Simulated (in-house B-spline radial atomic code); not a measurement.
A run on an ion of nuclear charge 65 with 65.6 electrons that did not converge. Method: scalar-relativistic (X2C) LDA exchange-only, spin-polarised, spherical fractional occupations, Fermi nucleus of rms radius 5.06 fm; computed with an all-electron radial atomic-structure program (B-spline basis).

Command:
```bash
python run_scf.py task.json out
```
Settings (nuclear radius in fm, mass in u):
```
Z                65
configuration    [Xe] 4f9.6 6s2
hamiltonian      x2c
method           lda,
spin_polarised   True
nucleus          fermi
rms_radius       5.06
atomic_mass      158.92535
speed_of_light   137.035999084
```

First and last ten iterations of the last attempt (damped for 15 steps, keeping 80 % of the old Fock matrix, then DIIS):
```
 iter        energy (Eh)    residual
    1      -11649.506759    7.07e-01
    2      -11647.166827    1.34e+00
    3      -11670.409634    8.34e-01
    4      -11682.827275    4.99e-01
    5      -11688.914551    3.09e-01
    6      -11691.623166    1.96e-01
    7      -11692.720921    1.14e-01
    8      -11693.147392    7.22e-02
    9      -11693.327498    5.24e-02
   10      -11693.418268    3.74e-02
  111      -11693.407630    3.95e-02
  112      -11651.329355    5.54e-01
  113      -11651.328070    5.54e-01
  114      -11651.357932    5.54e-01
  115      -11651.279581    5.55e-01
  116      -11651.322379    5.54e-01
  117      -11651.329988    5.54e-01
  118      -11650.718246    5.57e-01
  119      -11650.663996    5.58e-01
  120      -11650.621013    5.58e-01
 not converged after 120 iterations
```

The smallest residual met was 2.6e-02; the threshold is about 6e-07. No energy from this run should be used. The likely cause: this method binds the added charge weakly or not at all at the basis-set limit, so charge moves back and forth between the atom and the box. Cost of the run: 2.5 s on 1 thread of Arm Neoverse V2, on a shared host.
